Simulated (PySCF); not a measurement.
Some computed properties have been withheld. Give your best values.

Compound: C₅H₉NSi.
SMILES: `CC1=CC=C[Si@@H]1N`

Conformer (atom-mapped SMILES and torsion angles): `[CH3:1][C:2]1=[CH:3][CH:4]=[CH:5][Si@@H:6]1[NH2:7]`: H–N7–Si6–C5 166°, H–N7–Si6–C5 -50°.

| property | level | value |
| --- | --- | --- |
| point group | PBE0-D3(BJ)/def2-SVP | C1 |
| rotational constants A, B, C | PBE0-D3(BJ)/def2-SVP | 2.677, 2.332, 1.366 GHz |
| dipole moment | wB97X-D/def2-SVPD | ? |
| HOMO energy | wB97X-D/def2-SVPD | -8.12 eV |
| LUMO energy | wB97X-D/def2-SVPD | ? |
| lowest singlet excitation | TDDFT wB97X-D/def2-SVPD | ? |
| strongest line among the 10 lowest singlet transitions | TDDFT wB97X-D/def2-SVPD | S9 at 7.33 eV (169 nm, f = 0.064) |
| lowest triplet excitation (Tamm–Dancoff) | TDA wB97X-D/def2-SVPD | 2.61 eV |
| static isotropic polarisability | wB97X-D/def2-SVPD | ? |
| vertical ionisation energy | ΔSCF wB97X-D/def2-SVPD | ? |
| electronic spatial extent ⟨r²⟩ about the centre of nuclear charge | wB97X-D/def2-SVPD | 934 bohr² |
| 13C chemical shifts (computed TMS as zero) by class | GIAO KT3/pcSseg-1 | 144.9 (1 C), 138.3 (1 C), 135.3 (1 C), 116.7 (1 C), 20.6 (1 C) ppm |
| 1H chemical shifts (computed TMS as zero) by class | GIAO KT3/pcSseg-1 | 6.74 (1 H), 6.28 (1 H), 5.52 (1 H), 4.70 (1 H), 1.98 (3 H), 0.12 (2 H) ppm |
| isotropic shieldings of nuclei other than C and H, by class | GIAO KT3/pcSseg-1 | ? |

Electronic properties: PySCF, gas phase, density fitting. Geometry: PBE0-D3(BJ)/def2-SVP, one conformer, isolated molecule. NMR classes are plain means over equivalent atoms (diastereotopic ones count apart unless rotation or inversion swaps them), as if these changed places fast; in this geometry the members of some classes differ.

Q: What is the dipole moment?

A: 1.35 D.

Q: Give the vertical ionisation energy.

A: 8.19 eV.

Q: What is the lowest singlet excitation?

A: 4.13 eV (300 nm, f = 0.059).

Q: The static isotropic polarisability?

A: 90.4 au.

Q: The isotropic shieldings of nuclei other than C and H, by class?

A: 255 (1 N), 391 (1 Si) ppm.

Q: What is the LUMO energy?

A: 0.38 eV.

With B = h/(8π²I), that is 505.379 GHz u Å² over I, the principal moments of inertia are 188.8, 216.7 and 370.0 u Å² (most abundant isotopes). The 10 singlets span 4.13 to 7.50 eV, and their oscillator strengths add up to 0.28. The rotational constants make it an asymmetric top with κ = (2B − A − C)/(A − C) = 0.47, nearer the oblate limit (+1). The ΔSCF ionisation energy exceeds −ε(HOMO) by 0.07 eV with wB97X-D. The dipole equals about 4.5 × 10⁻³⁰ C·m (1 D = 3.33564 × 10⁻³⁰ C·m).
